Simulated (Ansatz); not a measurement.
One change: `N[CH]([SiH3])[SnH3]` becomes `NC([SiH3])[SeH]`.

Ansatz, PBE0-D4/def2-TZVP geometries, multiplicity 1. Each molecule was computed in one conformer, which needn't be the lowest.

Elements past krypton have def2 core potentials. Scalar relativity is left out up to krypton. Spin–orbit coupling is left out; it splits and shifts lone-pair levels of the heavy atoms by tenths of an eV.

```tsv
property	`N[CH]([SiH3])[SnH3]`
LUMO energy (B3LYP/def2-TZVPP) / eV	-0.26
size of the dipole moment (B3LYP/def2-TZVPP) / D	0.86
size of the dipole moment (ωB97M-V/def2-TZVPP) / D	0.79
HOMO–LUMO gap (ωB97M-V/def2-TZVPP) / eV	10.27
LUMO energy (PBE/def2-TZVPP) / eV	-0.81
HOMO–LUMO gap (B3LYP/def2-TZVPP) / eV	6.16
```

**Question.** What does the change do to each property? (Best estimate.)

**Answer.** Computed: 
```csv
property,`NC([SiH3])[SeH]`,shift
LUMO energy (B3LYP/def2-TZVPP) / eV,-0.52,-0.26
size of the dipole moment (B3LYP/def2-TZVPP) / D,1.93,1.07
size of the dipole moment (ωB97M-V/def2-TZVPP) / D,1.94,1.15
HOMO–LUMO gap (ωB97M-V/def2-TZVPP) / eV,10.06,-0.21
LUMO energy (PBE/def2-TZVPP) / eV,-1.17,-0.36
HOMO–LUMO gap (B3LYP/def2-TZVPP) / eV,5.66,-0.50
```

With PBE0 the HOMO rises by 0.23 eV and the LUMO falls by 0.26 eV, so the gap narrows by about 0.49 eV. PBE moves the HOMO by 0.13 eV and ωB97M-V by 0.28 eV. Dipoles are sizes alone; their direction can turn.

Positive LUMOs are unbound, so they and the gaps depend on the basis.

B3LYP here is the variant with VWN-RPA as its local correlation; programs differ in this.
